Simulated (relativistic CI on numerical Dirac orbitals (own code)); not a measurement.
Calculated levels, W9+

Computed by Dirac-Coulomb-Breit CI, KLI orbitals optimised for each configuration, a model potential for QED, valence Slater integrals scaled by 0.9, P86 correlation estimate, and configurations built on the next ion tied to the tabulated ionisation energy (semi-empirical) (own radial code, finite nucleus).

Configurations in the expansion (outside the closed core [Kr] 4d10): 4f14 5s2 5p3, 4f14 5s2 5p2 5d, 4f14 5s2 5p2 6s, 4f14 5s2 5p2 6p, 4f14 5s2 5p2 6d, 4f14 5s2 5p2 7s, 4f14 5s2 5p2 5f, 4f14 5s2 5p2 6f, 4f12 5s2 5p5, 4f13 5s2 5p4, 4f14 5s 5p4, 4f13 5s 5p5, 4f14 5p5, 4f12 5s2 5p4 5d, 4f14 5s2 5p 5d2, 4f13 5s2 5p3 5d, 4f14 5s 5p3 5d, 4f12 5s2 5p4 6s, 4f12 5s2 5p4 6p, 4f13 5s 5p4 5d, 4f14 5s2 5p2 5g, 4f13 5s2 5p3 6s, 4f12 5s2 5p4 5f, 4f13 5s2 5p2 5d2. Levels of other configurations are missing.

The lowest level is 4f14 5s2 5p3 2P°_3/2, with 38 % of that term; Hund's rules for 4f14 5s2 5p3 give 4S° with J = 3/2, of which the calculation keeps J, while another term leads.

| No. | Configuration | Term | J | E (eV) | % | Lifetime (s) | jj configuration (%) |
| --- | --- | --- | --- | --- | --- | --- | --- |
| 1 | 4f14 5s2 5p3 | 2P° | 3/2 | 0.0000 | 38 |  | 5p3/2 (92) |
| 2 | 4f13 5s2 5p4‡ | 4G° | 11/2 | 3.9314 | 78 |  | 4f7/2^7 5p3/2^2 (97) |
| 3 | 4f13 5s2 5p4‡ | 2G° | 9/2 | 3.9820 | 48 |  | 4f7/2^7 5p3/2^2 (98) |
| 4 | 4f13 5s2 5p4‡ | 2D° | 3/2 | 4.2416 | 66 |  | 4f7/2^7 5p3/2^2 (90) |
| 5 | 4f13 5s2 5p4‡ | 2F° | 7/2 | 4.4247 | 40 |  | 4f7/2^7 5p3/2^2 (90) |
| 6 | 4f13 5s2 5p4‡ | 2D° | 5/2 | 4.5913 | 44 |  | 4f7/2^7 5p3/2^2 (90) |
| 7 | 4f13 5s2 5p4‡ | 2F° | 5/2 | 6.0885 | 30 | 1.74e-02 | 4f5/2^5 4f7/2^8 5p3/2^2 (97) |
| 8 | 4f13 5s2 5p4‡ | 4D° | 1/2 | 6.3114 | 80 | 5.59e-03 | 4f5/2^5 4f7/2^8 5p3/2^2 (95) |
| 9 | 4f13 5s2 5p4‡ | 4D° | 3/2 | 6.3336 | 56 | 1.68e-02 | 4f5/2^5 4f7/2^8 5p3/2^2 (95) |
| 10 | 4f13 5s2 5p4‡ | 2G° | 9/2 | 6.7120 | 41 | 5.39e-03 | 4f5/2^5 4f7/2^8 5p3/2^2 (96) |
| 11 | 4f13 5s2 5p4‡ | 2G° | 7/2 | 6.9281 | 37 | 8.05e-03 | 4f5/2^5 4f7/2^8 5p3/2^2 (80) |
| 12 | 4f13 5s2 5p4‡ | 2F° | 7/2 | 8.0320 | 48 | 8.50e-03 | 4f7/2^7 5p3/2^2 (86) |
| 13 | 4f14 5s2 5p3 | 2D° | 3/2 | 10.0102 | 46 | 9.76e-05 | 5p1/2 5p3/2^2 (91) |
| 14 | 4f13 5s2 5p4‡ | 2F° | 5/2 | 10.3304 | 59 | 4.26e-03 | 4f5/2^5 4f7/2^8 5p3/2^2 (92) |
| 15 | 4f14 5s2 5p3 | 2D° | 5/2 | 11.8657 | 86 | 3.97e-04 | 5p1/2 5p3/2^2 (86) |
| 16 | 4f14 5s2 5p3 | 2P° | 1/2 | 13.9793 | 92 | 9.80e-05 | 5p1/2 5p3/2^2 (92) |
| 17 | 4f12 5s2 5p5‡ | 4H° | 13/2 | 14.6413 | 76 | 2.16e-02 | 4f7/2^6 5p3/2^3 (90) |
| 18 | 4f12 5s2 5p5‡ | 2H° | 11/2 | 14.7919 | 46 | 3.58e-03 | 4f7/2^6 5p3/2^3 (85) |
| 19 | 4f12 5s2 5p5‡ | 4I° | 15/2 | 14.9512 | 99 | 1.10e-01 | 4f7/2^6 5p3/2^3 (92) |
| 20 | 4f12 5s2 5p5‡ | 2G° | 9/2 | 15.2243 | 54 | 7.98e-04 | 4f7/2^6 5p3/2^3 (77) |
| 21 | 4f13 5s2 5p4‡ | 4D° | 7/2 | 15.4112 | 52 | 7.06e-05 | 4f7/2^7 5p1/2 5p3/2^3 (92) |
| 22 | 4f12 5s2 5p5‡ | 2D° | 5/2 | 15.6627 | 33 | 2.45e-04 | 4f7/2^6 5p3/2^3 (60) |
| 23 | 4f12 5s2 5p5‡ | 4G° | 11/2 | 15.7008 | 51 | 5.39e-03 | 4f7/2^6 5p3/2^3 (84) |
| 24 | 4f13 5s2 5p4‡ | 4F° | 9/2 | 15.8035 | 43 | 6.75e-05 | 4f7/2^7 5p1/2 5p3/2^3 (96) |
| 25 | 4f13 5s2 5p4‡ | 2G° | 7/2 | 15.8328 | 26 | 2.18e-04 | 4f7/2^6 5p3/2^3 (46) |
| 26 | 4f12 5s2 5p5‡ | 2G° | 9/2 | 15.9306 | 33 | 3.62e-04 | 4f7/2^6 5p3/2^3 (58) |
| 27 | 4f13 5s2 5p4‡ | 2D° | 5/2 | 16.4641 | 28 | 1.18e-04 | 4f7/2^7 5p1/2 5p3/2^3 (55) |
| 28 | 4f12 5s2 5p5‡ | 4H° | 11/2 | 16.6639 | 55 | 2.11e-03 | 4f5/2^5 4f7/2^7 5p3/2^3 (82) |
| 29 | 4f12 5s2 5p5‡ | 4G° | 9/2 | 16.7642 | 48 | 3.05e-03 | 4f5/2^5 4f7/2^7 5p3/2^3 (94) |
| 30 | 4f13 5s2 5p4‡ | 2G° | 7/2 | 17.0107 | 22 | 2.72e-04 | 4f5/2^5 4f7/2^7 5p3/2^3 (34) |
| 31 | 4f13 5s2 5p4‡ | 2F° | 7/2 | 17.2293 | 20 | 2.57e-04 | 4f5/2^5 4f7/2^7 5p3/2^3 (33) |
| 32 | 4f13 5s2 5p4‡ | 4G° | 5/2 | 17.3749 | 34 | 6.90e-05 | 4f5/2^5 4f7/2^8 5p1/2 5p3/2^3 (82) |
| 33 | 4f12 5s2 5p5‡ | 4I° | 13/2 | 17.5090 | 68 | 4.01e-03 | 4f5/2^5 4f7/2^7 5p3/2^3 (95) |
| 34 | 4f12 5s2 5p5‡ | 2D° | 3/2 | 17.6527 | 39 | 2.95e-04 | 4f5/2^5 4f7/2^7 5p3/2^3 (53) |
| 35 | 4f12 5s2 5p5‡ | 4H° | 9/2 | 17.6951 | 25 | 6.95e-04 | 4f5/2^5 4f7/2^7 5p3/2^3 (59) |
| 36 | 4f12 5s2 5p5‡ | 4D° | 1/2 | 17.6986 | 57 | 3.19e-03 | 4f7/2^6 5p3/2^3 (72) |
| 37 | 4f13 5s2 5p4‡ | 2F° | 5/2 | 17.7303 | 21 | 1.71e-04 | 4f5/2^5 4f7/2^7 5p3/2^3 (39) |
| 38 | 4f13 5s2 5p4‡ | 2H° | 11/2 | 17.9885 | 68 | 1.11e-04 | 4f7/2^7 5p1/2 5p3/2^3 (84) |
| 39 | 4f12 5s2 5p5‡ | 4G° | 7/2 | 17.9951 | 35 | 4.44e-04 | 4f5/2^5 4f7/2^7 5p3/2^3 (70) |
| 40 | 4f13 5s2 5p4‡ | 4G° | 7/2 | 18.0517 | 17 | 1.89e-04 | 4f5/2^5 4f7/2^7 5p3/2^3 (50) |
| 41 | 4f12 5s2 5p5‡ | 4G° | 9/2 | 18.0767 | 47 | 6.82e-04 | 4f5/2^5 4f7/2^7 5p3/2^3 (65) |
| 42 | 4f12 5s2 5p5‡ | 4D° | 3/2 | 18.0913 | 60 | 4.35e-04 | 4f5/2^5 4f7/2^7 5p3/2^3 (43) |
| 43 | 4f13 5s2 5p4‡ | 4F° | 3/2 | 18.1907 | 60 | 7.82e-05 | 4f5/2^5 4f7/2^8 5p1/2 5p3/2^3 (83) |
| 44 | 4f13 5s2 5p4‡ | 2F° | 5/2 | 18.2166 | 28 | 2.71e-04 | 4f5/2^5 4f7/2^7 5p3/2^3 (60) |
| 45 | 4f12 5s2 5p5‡ | 4D° | 5/2 | 18.3709 | 45 | 5.21e-04 | 4f5/2^5 4f7/2^7 5p3/2^3 (72) |
| 46 | 4f12 5s2 5p5‡ | 2H° | 11/2 | 18.5101 | 49 | 3.67e-03 | 4f5/2^5 4f7/2^7 5p3/2^3 (93) |
| 47 | 4f12 5s2 5p5‡ | 4G° | 7/2 | 18.5723 | 23 | 4.78e-04 | 4f7/2^6 5p3/2^3 (46) |
| 48 | 4f12 5s2 5p5‡ | 4G° | 9/2 | 18.7117 | 28 | 3.27e-04 | 4f5/2^5 4f7/2^7 5p3/2^3 (42) |
| 49 | 4f13 5s2 5p4‡ | 2P° | 3/2 | 18.9177 | 46 | 1.40e-04 | 4f7/2^7 5p1/2 5p3/2^3 (55) |
| 50 | 4f13 5s2 5p4‡ | 2F° | 7/2 | 19.1682 | 23 | 1.44e-04 | 4f5/2^5 4f7/2^7 5p3/2^3 (45) |
| 51 | 4f13 5s2 5p4‡ | 2D° | 5/2 | 19.2241 | 33 | 1.72e-04 | 4f7/2^7 5p1/2 5p3/2^3 (32) |
| 52 | 4f12 5s2 5p5‡ | 2F° | 7/2 | 19.5007 | 30 | 2.05e-03 | 4f5/2^4 4f7/2^8 5p3/2^3 (77) |
| 53 | 4f13 5s2 5p4‡ | 2H° | 9/2 | 19.6821 | 44 | 1.78e-04 | 4f5/2^5 4f7/2^8 5p1/2 5p3/2^3 (55) |
| 54 | 4f12 5s2 5p5‡ | 4G° | 5/2 | 19.8666 | 42 | 3.95e-04 | 4f5/2^4 4f7/2^8 5p3/2^3 (31) |
| 55 | 4f12 5s2 5p5‡ | 2S° | 1/2 | 19.9892 | 37 | 1.32e-03 | 4f5/2^5 4f7/2^7 5p3/2^3 (51) |
| 56 | 4f13 5s2 5p4‡ | 2G° | 7/2 | 20.2266 | 24 | 1.72e-04 | 4f5/2^5 4f7/2^8 5p1/2 5p3/2^3 (45) |
| 57 | 4f12 5s2 5p5‡ | 2I° | 11/2 | 20.2837 | 49 | 3.29e-03 | 4f5/2^4 4f7/2^8 5p3/2^3 (78) |
| 58 | 4f13 5s2 5p4‡ | 2D° | 3/2 | 20.3291 | 47 | 1.27e-04 | 4f5/2^5 4f7/2^8 5p1/2 5p3/2^3 (64) |
| 59 | 4f12 5s2 5p5‡ | 2G° | 9/2 | 20.3374 | 30 | 3.30e-04 | 4f5/2^4 4f7/2^8 5p3/2^3 (55) |
| 60 | 4f12 5s2 5p5‡ | 2F° | 5/2 | 20.7833 | 36 | 4.02e-04 | 4f5/2^4 4f7/2^8 5p3/2^3 (56) |
| 61 | 4f12 5s2 5p5‡ | 2I° | 13/2 | 20.8506 | 76 | 3.59e-03 | 4f5/2^5 4f7/2^7 5p3/2^3 (94) |
| 62 | 4f13 5s2 5p4‡ | 2P° | 1/2 | 20.8728 | 52 | 1.35e-04 | 4f5/2^5 4f7/2^8 5p1/2 5p3/2^3 (62) |
| 63 | 4f12 5s2 5p5‡ | 4S° | 3/2 | 21.0677 | 36 | 3.48e-04 | 4f5/2^5 4f7/2^7 5p3/2^3 (43) |
| 64 | 4f12 5s2 5p5‡ | 4D° | 7/2 | 21.1243 | 45 | 8.54e-04 | 4f5/2^5 4f7/2^7 5p3/2^3 (51) |
| 65 | 4f12 5s2 5p5‡ | 2I° | 11/2 | 21.6110 | 64 | 1.52e-03 | 4f5/2^5 4f7/2^7 5p3/2^3 (71) |
| 66 | 4f12 5s2 5p5‡ | 2D° | 5/2 | 21.9734 | 34 | 5.33e-04 | 4f5/2^5 4f7/2^7 5p3/2^3 (33) |
| 67 | 4f12 5s2 5p5‡ | 4S° | 3/2 | 22.2035 | 23 | 8.38e-04 | 4f5/2^4 4f7/2^8 5p3/2^3 (51) |
| 68 | 4f12 5s2 5p5‡ | 2P° | 1/2 | 22.4565 | 42 | 4.41e-04 | 4f5/2^4 4f7/2^8 5p3/2^3 (52) |
| 69 | 4f12 5s2 5p5‡ | 2K° | 15/2 | 22.7766 | 99 | 5.85e-03 | 4f5/2^5 4f7/2^7 5p3/2^3 (92) |
| 70 | 4f12 5s2 5p5‡ | 4D° | 5/2 | 22.9270 | 54 | 2.43e-03 | 4f5/2^5 4f7/2^7 5p3/2^3 (96) |

Energies count from the lowest computed level; ° marks odd parity; lifetimes are radiative, by E1, M1, E2, M2, E3 decay to levels of this space only; some are left blank where a channel outside the calculation adds to the decay or the decay crosses a small, uncertain gap. Filled j subshells are mostly left out of the jj labels. ‡ marks configurations that were not tied to measured data.

The mean weight of the leading LS term, summed over parents, in these 70 levels is 46 %, and that of the leading jj configuration (from the same eigenvectors) 71 %, so jj coupling describes them better and the LS labels are nominal.

Configurations that consist of the next ion and one excited electron were tied to the tabulated ionisation energy; Rydberg ones are usually within 1,000 to 3,000 cm⁻¹ and the lowest ones within about 6,000 (9,000 in d shells), while levels on excited terms of the next ion carry the error of that term, and the other configurations can be misplaced by 10,000 cm⁻¹ or more. Rates follow the energies as ν³ (E1, M1) or ν⁵ (E2), so rates, branching and lifetimes can be off by large factors. Levels and lines within the n = 5 or 6 shells can be off by up to 10 % or somewhat more, and those that change n by about 2 %, since core polarisation is missing. Levels that differ in their count of f electrons can be misplaced by several ten thousand cm⁻¹, since the correlation energy of f electrons is missing or only estimated; rates across such gaps can be off by orders of magnitude.

LS names give the leading component of a level, which can be under half, so a name can repeat, a term be missing and a line seem to break the LS rules.
